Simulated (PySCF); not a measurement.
**Rotational lines of SnF⁺**

Lines J+1 ← J of the vibrational ground state, computed from RHF-CCSD(T) constants of SnF⁺, ¹Σ⁺ (singlet), closed shell (basis Sn cc-pVDZ-PP with ECP28, F cc-pVDZ; scalar-relativistic core potentials; PySCF 2.14; masses 119.9022 and 18.9984 u), in MHz:

```tsv
J	ν (MHz)
0	16805.7
1	33611.4
2	50416.7
3	67221.6
4	84026.0
```

Problem. Find B0 and the effective bond length r0; with αe = 0.00144 cm⁻¹, find Re.

Solution. ν = 2B0(J+1) − 4D(J+1)³ gives B0 = 0.28029 cm⁻¹. With the reduced mass μred = 16.400 u, r0 = √(16.8576/(μred·B0)) (u, cm⁻¹, Å) = 1.9150 Å. Be = B0 + αe/2 = 0.28101 cm⁻¹ gives Re = 1.913 Å.

Correlated steps freeze 5 core orbitals. Correlated levels converge slowly with the basis: in double zeta they bind strong bonds too weakly, by up to about 1 eV, and carry superposition errors of some tenths. These are scalar-relativistic numbers at best; spin–orbit coupling would shift them, the dissociation energy most. For an ion De counts to the pair picked by the measured ionisation energies or electron affinities, which need not be the lowest pair at this level. Where the molecule has an RHF reference, its open-shell atoms are computed with UHF.
